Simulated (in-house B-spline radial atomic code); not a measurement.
Results of a calculation; reference values are marked as such.
**Stopping of slow ions oscillates with Z: H to Al at r_s = 2.07**

A nucleus sits in a uniform electron gas with a rigid positive background. The Kohn-Sham equations are solved self-consistently in the spin-unpolarised LDA (PW92), non-relativistic, on B-splines with outgoing waves at the boundary and partial waves to l = 8. The model has no lattice, no bands and no magnetic solution. Atomic units; δ_l are the phase shifts at the Fermi level, counted so that each bound state adds π, and good to about 0.0005.

The density parameter is r_s = 2.07 bohr, near that of the valence electrons of Al (3 per atom, density 2.7 g/cm³, mass 26.98 u, which gives r_s = 2.07). The friction coefficient Q = n k_F σ_tr gives dE/dx = Q v for slow ions. Some elements are left out of the table, so an extreme may lie at one of them.

| ion | δ0/π | δ1/π | δ2/π | δ3/π | σ_tr (bohr²) | Q (a.u.) |
| --- | --- | --- | --- | --- | --- | --- |
| H | 0.341 | 0.038 | 0.007 | 0.001 | 10.01 | 0.2498 |
| He | 0.641 | 0.087 | 0.015 | 0.002 | 15.77 | 0.3934 |
| Li | 0.860 | 0.169 | 0.021 | 0.003 | 15.93 | 0.3975 |
| Be | 1.050 | 0.269 | 0.022 | 0.004 | 20.37 | 0.5084 |
| B | 1.216 | 0.381 | 0.021 | 0.004 | 27.67 | 0.6906 |
| C | 1.352 | 0.502 | 0.020 | 0.005 | 32.26 | 0.8050 |
| N | 1.461 | 0.625 | 0.023 | 0.005 | 30.04 | 0.7497 |
| O | 1.557 | 0.743 | 0.031 | 0.007 | 22.75 | 0.5676 |
| F | 1.653 | 0.852 | 0.043 | 0.008 | 14.87 | 0.3711 |
| Ne | 1.758 | 0.953 | 0.059 | 0.010 | 9.02 | 0.2250 |
| Mg | 1.992 | 1.153 | 0.090 | 0.011 | 7.20 | 0.1796 |
| Al | 2.108 | 1.259 | 0.102 | 0.012 | 13.07 | 0.3261 |

**Question.** Where are the largest and smallest frictions, and what do the phase shifts say there?

**Answer.** Largest: C, Q = 0.8050; smallest: Mg, Q = 0.1796, a ratio of 4.5. For the largest δ1/π = 0.50: the p resonance is about half filled and sits at the Fermi level, where it scatters most. For the smallest the differences δ_l − δ_(l+1), measured from the nearest multiple of π, are 0.16π, 0.06π, 0.08π; σ_tr grows with the sines of these.

**Question.** At equal speed, Lindhard and Scharff's formula, with silicon as an example target, scales as Z^(7/6)/(Z^(2/3) + 14^(2/3))^(3/2). How does its rise from the first ion to the last compare?

**Answer.** It rises smoothly by 0.5222/0.0563 = 9.28, while Q changes by 0.326/0.250 = 1.31. The statistical formula averages over shells, so it can't show the oscillation.
